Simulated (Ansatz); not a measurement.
Ansatz results at the PBE0-D4/def2-TZVP geometry: size of the dipole moment (PBE/def2-TZVPP) 3.20 D; HOMO energy (PBE/def2-TZVPP) -5.91 eV; HOMO–LUMO gap (B3LYP/def2-TZVPP) 4.75 eV.

Each molecule was computed in one conformer, which needn't be the lowest.

Question: Which molecule gave them?
A. `CC1=CC(C)=[O+][B-](C)(F)O1`
B. `[CH3][Ti-]1([OH])([OH])[O]C=CC=[O+]1`
C. `CC1=CC(C)=[O+][Ga-]([F])([F])[O]1`
D. `[OH][Al-]1([F])[O]C(C(F)(F)F)=CC(C(F)(F)F)=[O+]1`

Answer: B. The others give `[OH][Al-]1([F])[O]C(C(F)(F)F)=CC(C(F)(F)F)=[O+]1`: 1.88, -7.44, 4.86; `CC1=CC(C)=[O+][Ga-]([F])([F])[O]1`: 6.79, -6.78, 5.13; `CC1=CC(C)=[O+][B-](C)(F)O1`: 5.09, -6.37, 5.11.

B3LYP here is the variant with VWN-RPA as its local correlation; programs differ in this.
